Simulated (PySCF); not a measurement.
B(Cl)(OMe)(SH) (CH4BClOS), SMILES COB(S)Cl. Atoms are numbered in the order given.

```xyz
9

B     -0.1367     0.1402     0.0000
Cl    -0.5243     1.8701     0.0000
O     -1.1634    -0.7262     0.0000
C     -0.9766    -2.1324     0.0000
H     -0.4227    -2.4566     0.8969
H     -1.9683    -2.6037     0.0000
H     -0.4227    -2.4566    -0.8969
S      1.5894    -0.4470     0.0000
H      2.1471     0.7810     0.0000
```
Charge 0, spin multiplicity 1.

Geometry optimised at r2SCAN-D4/def2-SVP. One conformer was computed; it need not be the lowest.

Two levels are set side by side: PBE/pcSseg-1 (PySCF) and HF/pcSseg-1 (PySCF). GIAO shifts against BF3 (¹¹B), H2O (¹⁷O), H2S (³³S), HCl (³⁵Cl), TMS (¹H), TMS (¹³C) at the same level; non-relativistic, no solvent, atoms listed together averaged. Without spin–orbit terms, shifts of atoms bonded to Cl or Br come out too high at both levels. Differences are taken from unrounded values.

```tsv
quantity	HF
δ(¹¹B) of B1 (ppm)	31.0
δ(³⁵Cl) of Cl2 (ppm)	110.3
δ(¹⁷O) of O3 (ppm)	117.1
δ(¹³C) of C4 (ppm)	53.5
δ(³³S) of S8 (ppm)	99.5
δ(¹H) of H9 (ppm)	2.73
```

What does PBE give, and how far is it from HF? (An estimate is asked for; the answer gives what the named calculation found.)


```
quantity                PBE  PBE minus HF
--------------------  -----  ------------
δ(¹¹B) of B1 (ppm)     27.2          -3.8
δ(³⁵Cl) of Cl2 (ppm)  191.1          80.7
δ(¹⁷O) of O3 (ppm)    173.9          56.7
δ(¹³C) of C4 (ppm)     60.2           6.7
δ(³³S) of S8 (ppm)    151.8          52.3
δ(¹H) of H9 (ppm)      2.65         -0.09
```

Rough cost on one machine, each run with all the roots and properties that it gave: HF against PBE within a factor of 2.
